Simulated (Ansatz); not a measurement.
A barrier at the coupled-cluster level

Start structure (AlNH4Cl2O, closed shell), relaxed at PBE0-D4/def2-TZVP:

| atom | x (Å) | y (Å) | z (Å) |
| --- | --- | --- | --- |
| Al1 | -0.6461 | -0.4693 | 0.0342 |
| O2 | -1.3995 | 0.9989 | -0.3943 |
| Cl3 | -0.4959 | -1.9966 | -1.4341 |
| Cl4 | -0.8968 | -1.1970 | 2.0136 |
| H5 | 1.1380 | 1.2563 | -0.1870 |
| N6 | 1.2047 | 0.2763 | 0.0754 |
| H7 | -2.3370 | 1.1132 | -0.5279 |
| H8 | 1.6153 | 0.2144 | 1.0019 |
| H9 | 1.8173 | -0.1964 | -0.5819 |

The step: AlHCl₂O ([OH][Al]([Cl])[Cl]) + NH₃ → AlNH₂Cl₂ ([NH2][Al]([Cl])[Cl]) + H₂O (still joined by a long Al–O bond); bonds formed: O2–H5; dative contacts that become bonds: Al1–N6; bonds broken: H5–N6; bonds weakened to dative contacts: Al1–O2. Program: Ansatz 0.2.0. Basis: def2-TZVPP and def2-QZVPP. Cores are frozen in the correlated methods. Extrapolation: Hartree–Fock as exp(−7.88 √X), correlation as X^−2.97. Energies below are by CCSD(T) at an estimated basis limit (MP2 extrapolated from triple and quadruple zeta, plus CCSD(T) − MP2 in triple zeta).

Task: What are the electronic barrier and the energy of the step, from the start structure to the end structure? (To be estimated.)

Result: Computed: Barrier 28.52 kcal/mol; step energy 22.88 kcal/mol (uphill); reverse barrier, their difference, 5.64 kcal/mol. Barrier and step energy count from the start structure, the reverse barrier from the end structure.

The saddle point: One imaginary mode of 791i cm⁻¹.
```csv
pair,start (Å),saddle (Å),end (Å)
Al1–N6,2.00,1.87,1.79
O2–H5,2.56,1.13,0.97
Al1–O2,1.70,1.88,1.96
H5–N6,1.02,1.46,2.39
```

Zero-point energy (harmonic, PBE0-D4): ZPE is 35.15 kcal/mol at the start and 32.62 kcal/mol at the saddle, so the barrier goes from 28.52 to 25.99 kcal/mol.

The T1 diagnostic stays at or below 0.010.

Labels in which every atom is bracketed show which atoms are joined, not bond orders.

For scale, one of the runs: CCSD(T)/def2-TZVPP, 244 basis functions, launched by `ansatz run in.yaml --threads 4 --pin off --events-out ev --progress --plain --max-ram 9574MiB`. The run took 97 s on 4 CPU threads of an Arm Neoverse V2 (shared host), with 4.6 GiB of host memory at its peak.
